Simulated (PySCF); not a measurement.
Species: triethylsilane, C6H16Si.
Structure used (PBE0-D3(BJ)/def2-SVP), in Å, numbered top down from 1:
```
atom  x, y, z in Å
C1     0.0437    2.9180   -0.7691
C2    -0.7868    1.6404   -0.8616
Si3   -0.0384    0.1453    0.0203
C4     1.6802   -0.2355   -0.6697
C5     2.3604   -1.4557   -0.0546
C6    -1.1695   -1.3600   -0.1517
C7    -2.5950   -1.1492    0.3523
H8    -0.4420    3.7644   -1.2804
H9     0.2057    3.2184    0.2786
H10    1.0380    2.7913   -1.2262
H11   -0.9509    1.3629   -1.9186
H12   -1.7932    1.8102   -0.4405
H13    0.0967    0.4727    1.4829
H14    1.5879   -0.3555   -1.7643
H15    2.3062    0.6621   -0.5221
H16    2.4672   -1.3503    1.0372
H17    1.7846   -2.3772   -0.2355
H18    3.3690   -1.6178   -0.4671
H19   -0.6957   -2.1973    0.3901
H20   -1.1766   -1.6611   -1.2148
H21   -3.1175   -0.3664   -0.2202
H22   -2.6078   -0.8392    1.4097
H23   -3.2003   -2.0663    0.2737
```

Method used: TDDFT B3LYP/def2-SVPD, vertical, gas phase, core orbitals frozen in the response (PySCF).

Frontier orbitals with the atoms that hold most of them (Löwdin shares over 4%, at most four atoms; ? is withheld):

```json
{"orbital": "LUMO+2", "ε (eV)": "0.61", "atoms": "C7 16%, C1 8%, H23 7%, C6 6%"}
{"orbital": "LUMO+1", "ε (eV)": "0.60", "atoms": "C5 14%, C1 10%, C2 8%, H17 6%"}
{"orbital": "LUMO", "ε (eV)": "?", "atoms": "?"}
{"orbital": "HOMO", "ε (eV)": "-7.67", "atoms": "C6 28%, Si3 19%, C2 9%, C7 9%"}
{"orbital": "HOMO-1", "ε (eV)": "-7.67", "atoms": "C4 22%, C2 21%, Si3 19%, C5 9%"}
{"orbital": "HOMO-2", "ε (eV)": "-8.22", "atoms": "H13 27%, Si3 26%, C6 9%, C4 9%"}
{"orbital": "HOMO-3", "ε (eV)": "-9.34", "atoms": "C1 17%, C2 16%, C4 9%, C5 9%"}
```

Q: Which atoms hold the LUMO, and with what shares?

A: Si3 (bonded to 3 C and H) 11%; C7 (bonded to C and 3 H) 8%; C5 (bonded to C and 3 H) 8%; C1 (bonded to C and 3 H) 7%. By element: carbon 22% or more, silicon 11%.

Q: What is the LUMO energy, and the HOMO–LUMO gap?

A: ε(LUMO) = 0.47 eV; the gap is 8.14 eV (0.2991 hartree).

Within 0.005 eV of a neighbour in this list lie HOMO-1/HOMO.

Q: The HOMO–LUMO gap is 8.14 eV. Where does the response calculation put the lowest singlet, and from which orbitals?

A: S1 is at 7.25 eV (f = 0.0054), 0.89 eV below the gap, made of HOMO-1/HOMO→LUMO (≥75%). S1/S2 lie within about 0.01 eV of each other. 

Next come S2 at 7.25 eV (f 0.0050), HOMO-1/HOMO→LUMO (≥74%); S3 at 7.40 eV (f 0.0004), HOMO-1/HOMO→LUMO+1/LUMO+2 (≥97%); S4 at 7.49 eV (f 0.0047), HOMO-1/HOMO→LUMO+1/LUMO+2 (≥96%); S5 at 7.51 eV (f 0.021), HOMO-1/HOMO→LUMO+1/LUMO+2 (≥68%).

Orbitals of the list HOMO-3 to LUMO+2 that lie within 0.01 eV of each other are written together with a slash and their weights summed (≥ marks a lower bound); for degenerate orbitals outside that list single weights are arbitrary.

On an Arm Neoverse V1 with one thread, on a shared host, this took 4.2 min wall.

One conformer stands for the species.
